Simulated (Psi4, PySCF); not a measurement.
lithium hydride (HLi), singlet, geometry from GFN2-xTB (such geometries of metal compounds can be far from the true shape). Base run: PySCF with BHANDHLYP/def2-SVP, TDA.

The PySCF input:
```python
from pyscf import gto, scf, dft, tdscf

mol = gto.Mole()
mol.atom = '''
    Li   -0.00000000   -0.00000000   -0.34356182
    H     0.00000000    0.00000000    1.03068545
'''
mol.basis = 'def2-svp'
mol.verbose = 4
mol.build()

mf = dft.RKS(mol)
mf.xc = 'bhandhlyp'
mf.kernel()
td = mf.TDA()
td.nstates = 5
td.kernel()
td.analyze()
```

Programs used: Psi4, PySCF; a row that names a program was run with it.

The base run was repeated with changes; each row names its change, and settings that it needs were set with it.

```
change                           first excitation (eV)  oscillator strength of the first  second (eV)
-------------------------------  ---------------------  --------------------------------  -----------
base                                              4.01                             0.045         5.55
functional = b3lyp                                3.77                             0.051         5.28
states = triplets                                 3.26                                 -         4.74
functional = m062x                                3.58                             0.045         5.29
basis = 6-31G                                     4.05                             0.070         5.14
guess vectors = 13 for 5 states                   4.01                             0.045         5.55
nstates = 15                                      4.01                             0.045         5.55
functional = lc_wpbe                              4.28                             0.045         5.57
code = psi4                                       4.01                             0.045         5.55
functional = blyp                                 3.56                             0.059         5.09
basis = def2-SVPD                                 3.81                             0.046         4.83
```

An iterative solver can miss low states, so a row lists the states that it found.
